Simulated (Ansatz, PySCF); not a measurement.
This Ansatz (an electronic-structure program) input computes a CCSD(T)/cc-pVDZ energy:

Ansatz 0.2 input:
```yaml
crystal:
  periodic: [false, false, false]
  atoms:
    - {symbol: O, position_ang: [1.15230197, -0.04300574, 0.03429933]}
    - {symbol: C, position_ang: [-0.04514173, 0.30991463, 0.00244234]}
    - {symbol: O, position_ang: [-1.09223509, -0.36937562, -0.03754919]}
    - {symbol: H, position_ang: [-0.20968472, 1.43956304, 0.01134476]}
basis:
  gaussian:
    orbitals: cc-pVDZ
total_charge: -1
magnetization: {spin_polarized: false}
correlation: {method: ccsd_t, electrons: outside_noble_gas}
```

**Question.** Write an input for the same energy in PySCF and say what it gives.

**Answer.** 
```python
from pyscf import gto, scf, mp, cc as ccmod

mol = gto.M(
    atom='''
    O     1.15230197   -0.04300574    0.03429933
    C    -0.04514173    0.30991463    0.00244234
    O    -1.09223509   -0.36937562   -0.03754919
    H    -0.20968472    1.43956304    0.01134476
    ''',
    basis='cc-pvdz',
    charge=-1,
    spin=0,
    verbose=4,
)

mf = scf.RHF(mol)
mf.conv_tol = 1e-10
mf.max_cycle = 100
mf.kernel()
mp2 = mp.MP2(mf, frozen=3).run()
cc = ccmod.CCSD(mf, frozen=3)
cc.max_cycle = 100
cc.kernel()
et = cc.ccsd_t()
print(f'E(CCSD(T)) = {cc.e_tot + et:.9f}')
```
It gives -188.71783 Eh, and Ansatz -188.71782 Eh, a difference of 0.01 mEh.
